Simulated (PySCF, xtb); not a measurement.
H2O4P, SMILES [O]P(=O)(O)O (connectivity only; charge and spin as stated), charge -1, multiplicity 1. Other conformers were not sampled.

Harmonic wavenumbers (cm⁻¹) from GFN2-xTB (xtb) at its own minimum, in rising order: 251, 253, 316, 375, 396, 460, 471, 666, 704, 862, 904, 1077, 1266, 3685, 3691.

Q: What does PySCF with PBE0-D3(BJ)/def2-SVPD give at its own minimum? (Estimate from the structure and the level; the computed values follow.)

A: 205, 307, 325, 377, 413, 482, 490, 762, 792, 1031, 1048, 1080, 1303, 3901, 3902. Paired by order, the mean absolute difference is 76 cm⁻¹ and the zero-point energies are 22.0 and 23.5 kcal/mol.
